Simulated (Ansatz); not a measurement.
The cluster H₂Au₂⁻. Total charge -1; doublet. Geometry r2SCAN-D4/def2-TZVP, that of the neutral singlet; atoms count from 1.

Cartesian coordinates in Å:
```
Au 0.130 0.542 0.414
Au 0.265 -0.940 -1.835
H -0.405 -0.968 -0.344
H 0.011 1.365 1.764
```

In the def2 sets Au takes a core potential; there is no spin–orbit coupling. The highest occupied level of the charge -1 doublet lies above zero (up to 0.18 eV). By energy differences its removal costs 1.56 eV (vertical, to the charge 0 singlet, at PBE0-D4/def2-TZVPD); a positive level beside a positive removal energy at the same level points to self-interaction error. The structure comes from a short search, and lower isomers may exist.

Question: Estimate the Mulliken populations from the PBE0/def2-TZVPD orbitals of Ansatz.

Answer: 
```json
{"atom": "Au1", "charge (e)": "-0.52", "spin (α − β)": "0.06", "d electrons": "9.66"}
{"atom": "Au2", "charge (e)": "-0.64", "spin (α − β)": "0.73", "d electrons": "9.71"}
{"atom": "H3", "charge (e)": "0.16", "spin (α − β)": "0.17", "d electrons": "–"}
{"atom": "H4", "charge (e)": "0.00", "spin (α − β)": "0.03", "d electrons": "–"}
```
Mulliken values and Mayer orders depend strongly on the basis. With diffuse functions, as here, like atoms can get unlike values, and bond orders can come out too low or too high.

Question: Where does the spin sit?

Answer: Summed by element: Au 0.79, H 0.21, of 1 unpaired in all. Largest on single atoms: Au2 0.73, H3 0.17, Au1 0.06.

Question: And the Mayer bond orders between bonded heavy atoms (over 0.3)?

Answer: Au1–Au2 0.58 (2.70 Å).
